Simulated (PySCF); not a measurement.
**Heteronuclear NMR**

Atoms are numbered as in `[CH3:1][O:2][CH2:3][O:4][SiH2:5][CH:6]([SiH3:7])[SiH3:8]` (H(Xn): hydrogen on atom n).

Calculated, not measured (PySCF 2.14): GIAO PBE0/pcSseg-1 shieldings, GFN2-xTB structure. One averaged value for each set of equivalent atoms, non-relativistic, no solvent, a single conformation.

Q: What are the $^{29}$Si shifts?

A: 
```tsv
atoms	environment	σ (ppm)	δ (ppm)
Si5	silicon bonded to C, O, 2 H	369.2	-23.5
Si7/Si8	silicon bonded to C, 3 H	423.1	-67.8
```

Shieldings were converted by a linear fit to measured shifts: $^{29}$Si (scatter 8.9 ppm rms, 25.8 ppm with the 6 outliers that the fit left out vs TMS, solution or neat liquid). Occasional misses reach two or three times the rms, and more in compound classes unlike the fitted ones.

On a 300 MHz spectrometer $^{29}$Si resonates near 59.6 MHz, so 1 ppm is 59.6 Hz.

Q: Predict the $^{17}$O NMR data.

A: 
```
atoms             environment  σ (ppm)  δ (ppm)
   O4  oxygen bonded to C, Si    269.9     20.8
   O2            ether oxygen    273.3     17.7
```

Shieldings were converted by a linear fit to measured shifts: $^{17}$O: δ = 266.70 − 0.911σ (rms 10.7 ppm, 155 shifts, 12.2 ppm with the 3 outliers that the fit left out vs liquid water, solution or neat liquid). A few per cent of atoms miss by over 2 rms, more outside the fitted compound classes.

On a 500 MHz spectrometer $^{17}$O resonates near 67.8 MHz, so 1 ppm is 67.8 Hz.
